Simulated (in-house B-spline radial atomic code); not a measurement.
Inner levels of thallium as electrons are removed. A shift is the extra binding of the orbital against the neutral atom ([Xe] 4f14 5d10 6s2 6p1/2(1)). The density at the nucleus is averaged over the nuclear charge. Computed with a B-spline radial code for spherical atoms: Dirac-Hartree-Fock, jj configuration that fills j = l - 1/2 first, finite nuclei.

A number in brackets counts the electrons of a j subshell.

```
  ion                    configuration  shift of 1s1/2 (eV)  shift of 2p3/2 (eV)  shift of 2p1/2 (eV)  radius of 1s1/2 (bohr)  radius of 2p3/2 (bohr)  radius of 2p1/2 (bohr)  Σ<r²> (bohr²)  change of density at nucleus (bohr⁻³)
Tl38+           [Kr] 4d3/2(4) 4d5/2(3)              1625.44              1630.73              1632.65                 0.01632                0.064714                0.055971           3.04                                 723.18
Tl39+           [Kr] 4d3/2(4) 4d5/2(2)              1706.86              1710.78               1714.1                 0.01632                0.064703                0.055966         2.8458                                1137.24
Tl40+           [Kr] 4d3/2(4) 4d5/2(1)                    ?                    ?                    ?                       ?                       ?                       ?              ?                                      ?
Tl41+                    [Kr] 4d3/2(4)              1873.26              1874.24               1880.5                 0.01632                0.064679                0.055954         2.4723                                1993.78
Tl42+                    [Kr] 4d3/2(3)              1960.36              1960.27               1965.6                 0.01632                0.064667                0.055943         2.2974                                2461.38
Tl43+                    [Kr] 4d3/2(2)              2048.68              2047.48              2051.83                 0.01632                0.064655                0.055931         2.1268                                   2939
Tl44+                    [Kr] 4d3/2(1)              2138.23              2135.84              2139.21                 0.01632                0.064642                0.055919         1.9605                                3426.65
Tl45+                [Ar] 3d10 4s2 4p6                 2229              2225.37              2227.72                 0.01632                0.064628                0.055907         1.7983                                3924.28
Tl46+  [Ar] 3d10 4s2 4p1/2(2) 4p3/2(3)              2322.71              2311.86              2316.32                 0.01632                0.064619                0.055894         1.6316                                 4481.4
Tl47+  [Ar] 3d10 4s2 4p1/2(2) 4p3/2(2)                    ?                    ?                    ?                       ?                       ?                       ?              ?                                      ?
Tl48+  [Ar] 3d10 4s2 4p1/2(2) 4p3/2(1)              2513.32              2487.46              2496.32                0.016319                0.064594                0.055866         1.3075                                 5623.3
Tl49+           [Ar] 3d10 4s2 4p1/2(2)              2610.22              2576.58              2587.71                0.016319                0.064581                0.055851         1.1501                                6208.07
Tl50+           [Ar] 3d10 4s2 4p1/2(1)               2716.4              2672.52              2682.74                0.016318                 0.06456                0.055845         1.0113                                5883.45
Tl51+                    [Ar] 3d10 4s2              2823.81              2769.43              2778.73                0.016317                0.064538                0.055837        0.87524                                5544.45
Tl52+                    [Ar] 3d10 4s1                    ?                    ?                    ?                       ?                       ?                       ?              ?                                      ?
Tl53+                        [Ar] 3d10              3029.79              2959.23               2970.9                0.016316                0.064504                0.055811        0.60429                               -16955.9
Tl54+           [Ar] 3d3/2(4) 3d5/2(5)              3211.29              3133.48              3150.93                0.016317                0.064443                0.055785        0.56851                               -15939.5
Tl55+           [Ar] 3d3/2(4) 3d5/2(4)              3395.15              3309.76              3333.17                0.016317                0.064381                0.055758        0.53369                               -14903.8
```

Fill in the row of Tl40+.

shift of 1s1/2 (eV): 1789.47; shift of 2p3/2 (eV): 1791.95; shift of 2p1/2 (eV): 1796.72; radius of 1s1/2 (bohr): 0.01632; radius of 2p3/2 (bohr): 0.064691; radius of 2p1/2 (bohr): 0.05596; Σ<r²> (bohr²): 2.6566; change of density at nucleus (bohr⁻³): 1560.76.

Fill in the row of Tl47+.

shift of 1s1/2 (eV): 2417.49; shift of 2p3/2 (eV): 2399.22; shift of 2p1/2 (eV): 2405.86; radius of 1s1/2 (bohr): 0.01632; radius of 2p3/2 (bohr): 0.064606; radius of 2p1/2 (bohr): 0.05588; Σ<r²> (bohr²): 1.468; change of density at nucleus (bohr⁻³): 5047.74.

Fill in the row of Tl52+.

shift of 1s1/2 (eV): 2926.3; shift of 2p3/2 (eV): 2863.92; shift of 2p1/2 (eV): 2874.39; radius of 1s1/2 (bohr): 0.016317; radius of 2p3/2 (bohr): 0.064521; radius of 2p1/2 (bohr): 0.055824; Σ<r²> (bohr²): 0.73862; change of density at nucleus (bohr⁻³): -5580.89.
